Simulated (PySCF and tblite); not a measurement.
Values are calculated unless marked as measured or tabulated.
System: C₆H₆Cl (charge +1), numbered as in [Cl:1][C+:2]1[CH:3]=[CH:4][CH2:5][CH:6]=[CH:7]1.

Motion: shift of H on C5 from C5 to C4. GFN2-xTB gives an electronic barrier of 17.8 kcal/mol and a reaction energy of 8.2 kcal/mol.

Tunnelling of the moving H, left out here, will speed the real process. The ion is treated without a counter-ion.

What does PBE0/pcSseg-1 + D3(BJ) give on B3LYP-D3(BJ)/def2-SVP geometries?

A barrier of 16.6 kcal/mol, 1.2 below the tight-binding barrier (from unrounded values), a reaction energy of 7.8 kcal/mol and, with GFN2-xTB thermal terms, ΔG‡(298 K) = 14.8 kcal/mol and k = 363 s⁻¹ (4 equivalent paths).

And the level of the geometries itself, B3LYP-D3(BJ)/def2-SVP?

18.0 kcal/mol.

Programs: tblite and PySCF.
